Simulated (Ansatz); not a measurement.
The cluster Zr₄, relaxed as a singlet with RKS PBE0-D4/def2-SVP in Ansatz, starting from the GFN1-xTB geometry. Force threshold 0.02 eV/Å.

In the def2 sets Zr takes a core potential; there is no spin–orbit coupling. The restricted singlet is unstable towards broken spin symmetry at other levels; at PBE0-D4/def2-SVP this wasn't settled. At PBE0-D4/def2-SVP a quintet of charge 0 lies 0.83 eV below the restricted singlet, each at its own geometry. The structure comes from a short search, and lower isomers may exist.

Start:

```csv
atom,x (Å),y (Å),z (Å)
Zr1,0.5901,-0.8645,-0.4161
Zr2,0.0253,-0.5852,-0.1948
Zr3,-0.3467,0.5887,0.2476
Zr4,-0.2687,0.8610,0.3632
```

(1) Estimate the energy that the relaxation releases and the steps that it takes.

(2) Does the start keep its bonding and symmetry?

(3) Predict the relaxed structure.

## Answers

(1) 5253.61 eV, in 17 steps; 64 s on 4 threads of Arm Neoverse V2 on a shared host. No frequencies were taken in this run, so the end may be a saddle point.

(2) By distances, no bond broke or formed. The bond that changes most is Zr3–Zr4, from 0.31 to 2.64 Å (atoms count from 1). Point group Cs at the start, D2d at the end, both within 0.05 Å.

(3) 
```xyz
4

Zr    1.352   -0.221   -1.023
Zr   -0.400   -1.617    0.383
Zr   -1.530    0.633   -0.425
Zr    0.578    1.206    1.065
```
Bond lengths (bridged metal pairs left out): 6 × Zr–Zr 2.64 to 3.06 Å.
